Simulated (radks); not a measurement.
The numbers below are computed, except where a source is named.
V+, 22 electrons, occupied as [Ar] 3d4. Level of theory: Dirac Kohn-Sham, BLYP, spin-unpolarised, spherical densities, point nucleus; open shells are shared between the two j in proportion to 2j + 1 (a radial shooting solver on a logarithmic mesh with Libxc functionals).

Radial electron density D(r) = 4 pi r^2 rho(r):

```
   r/bohr * D(r) (the largest magnitude, 28.9, reaches the edge; | marks zero)
 0.008708 |         *
  0.01152 |               *
  0.01512 |                      *
  0.02001 |                               *
  0.02627 |                                        *
  0.03475 |                                                *
  0.04598 |                                                   *
  0.06036 |                                                *
  0.07986 |                                          *
   0.1048 |                                      *
   0.1387 |                                            *
   0.1835 |                                                     *
   0.2409 |                                                      *
   0.3187 |                                        *
   0.4183 |                      *
   0.5535 |                *
   0.7323 |                     *
   0.9613 |                    *
    1.272 |            *
    1.669 |     *
    2.209 | *
    2.923 |*
    3.836 *
    5.076 *
    6.662 *
    8.815 *
```

D(r) has 3 maxima, at r = 0.0460, 0.215, 0.826 bohr, and minima at 0.103, 0.532 bohr, inside which lie 2.13, 10.51 electrons.
